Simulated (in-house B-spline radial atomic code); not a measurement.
A run on an ion of nuclear charge 43 with 43.6 electrons that did not converge. Method: scalar-relativistic (X2C) HSE06, spin-polarised, spherical fractional occupations, Fermi nucleus of rms radius 4.41117 fm; computed with an all-electron radial atomic-structure program (B-spline basis).

Command:
```bash
python run_scf.py task.json out
```
Settings (nuclear radius in fm, mass in u):
```
Z                43
configuration    [Kr] 4d5.6 5s2
hamiltonian      x2c
method           hse06
spin_polarised   True
nucleus          fermi
rms_radius       4.41117
atomic_mass      96.90636
speed_of_light   137.035999084
```

First and last ten iterations of the last attempt (damped for 15 steps, keeping 80 % of the old Fock matrix, then DIIS):
```
 iter        energy (Eh)    residual
    1       -4278.116677    4.45e-01
    2       -4280.471091    3.07e-01
    3       -4282.620489    2.09e-01
    4       -4283.781661    1.38e-01
    5       -4284.391468    9.45e-02
    6       -4284.701332    6.58e-02
    7       -4284.853372    4.90e-02
    8       -4284.925709    3.56e-02
    9       -4284.959557    2.54e-02
   10       -4284.975517    1.80e-02
  111       -4284.943792    1.59e-02
  112       -4284.943408    1.60e-02
  113       -4284.991720    2.87e-03
  114       -4284.991773    2.79e-03
  115       -4284.943571    1.59e-02
  116       -4284.943605    1.59e-02
  117       -4284.943812    1.59e-02
  118       -4284.943757    1.59e-02
  119       -4284.943786    1.59e-02
  120       -4284.945110    1.55e-02
 not converged after 120 iterations
```

The smallest residual met was 5.2e-04; the threshold is about 4e-07. No energy from this run should be used. The likely cause: this method binds the added charge weakly or not at all at the basis-set limit, so charge moves back and forth between the atom and the box. Cost of the run: 15 s on 1 thread of Intel(R) Xeon(R) Platinum 8259CL CPU @ 2.50GHz, with other jobs on the host.
